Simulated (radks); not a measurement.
Results of a calculation; reference values are marked as such.
Question: Coherent X-ray form factor from a spherical all-electron density. Code: a radial shooting solver on a logarithmic mesh with Libxc functionals. Model: scalar-relativistic Kohn-Sham, PBE, spin-polarised, spherical densities, finite nucleus; Fermi nuclear charge, rms radius of each element as measured or else 0.836 A^(1/3) + 0.57 fm.

sin(theta)/lambda (1/angstrom),f0 (electrons)
0.05,34.529
0.1,33.224
0.15,31.356
0.2,29.241
0.25,27.139
0.3,25.202
0.4,21.965
0.5,19.377
0.6,17.135
0.8,13.252
1,10.272
1.25,7.889
1.5,6.565
2,5.189

The species is in the configuration that NIST lists as its ground one. Which atom or ion scatters so?

Answer: The rubidium ion Rb2+, [Ar] 3d10 4s2 4p5. Extrapolating in s^2 from the first two rows gives f0(0) = 35.0, near the electron count 35; among species with that count, the fall with angle is slower the higher Z, and the table is that of Z = 37; from so few rows the species is fixed only to a neighbour or two.
